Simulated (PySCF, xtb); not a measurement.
AuCl₄, SMILES [Cl][Au-]([Cl])([Cl])[Cl], charge -1, multiplicity 1.

GFN2-xTB (xtb 6.7.1) at its own geometry gives an orbital gap of 1.93 eV.

Geometry: PBE0-D3(BJ)/def2-SVPD. The multiplicity is an assumed one; other spin states were not compared. The isomer is the one that the SMILES or the coordinates give; other isomers of the formula were not compared. The def2 effective core potentials stand for the cores of Au; spin–orbit coupling is left out.

Q: What does B3LYP/def2-SVPD (PySCF) give? (Estimate from the structure and the level; the computed values follow.)

A: gap 3.32 eV (levels -3.79 and -0.46 eV).
